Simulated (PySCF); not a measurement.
Vertical excitations of a molecule C5H5F from TDA-PBE/def2-SVPD (PySCF 2.14.0), as energy in eV (oscillator strength): 4.21 (0.000), 5.50 (0.000), 5.64 (0.627), 5.92 (0.002), 6.09 (0.001), 6.44 (0.334), 6.47 (0.003), 6.92 (0.003), 7.06 (0.001), 7.22 (0.222). Lowest triplet (TDA): 3.18 eV. Geometry: PBE0-D3(BJ)/def2-SVP. Other conformers were not sampled.

Task: Pick the molecule that these values belong to.
(A) C#CC1(F)CC1
(B) C=CC=C=CF
(C) C=C=C(F)C=C
(D) C=C=C/C=C/F

Result: C, C=C=C(F)C=C
